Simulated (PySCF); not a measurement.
## A small calculation by hand: dipole moment from atomic charges

methyltin triiodide (CH3I3Sn), SMILES [CH3][Sn]([I])([I])[I]. Atoms are numbered in the order given.

```xyz
8

C      0.0000     0.0000     2.7539
Sn     0.0000     0.0000     0.5933
I      2.2069     1.2741    -0.3489
I      0.0000    -2.5483    -0.3489
I     -2.2069     1.2741    -0.3489
H      0.0000     1.0440     3.0942
H     -0.9041    -0.5220     3.0942
H      0.9041    -0.5220     3.0942
```
Charge 0, spin multiplicity 1.

Geometry: B3LYP-D3(BJ)/def2-SVP. The def2 effective core potentials stand for the cores of I, Sn; spin–orbit coupling is left out.

Charges (e) from PBE/def2-TZVP run with PySCF:

```csv
atom,Mulliken,ESP fit
C1,-0.558,-0.516
Sn2,0.711,0.035
I3,-0.213,-0.043
I4,-0.213,-0.043
I5,-0.213,-0.043
H6,0.162,0.202
H7,0.162,0.204
H8,0.162,0.204
```

The dipole moment of the full density is 2.30 D.

Problem. What dipole moment does each set of point charges give, and which comes closer to that of the density?

Solution. 
μ = Σ q r, and 1 e Å = 4.8032 D.
Mulliken: Σ q r = (0.000, 0.000, 0.612) e Å, |μ| = 2.94 D.
ESP fit: Σ q r = (0.000, -0.002, 0.532) e Å, |μ| = 2.56 D.
ESP fit comes closer in size. Point charges leave out the atoms' own dipoles (lone pairs, polarised bonds); fits to the potential absorb them, partitions of the density don't.
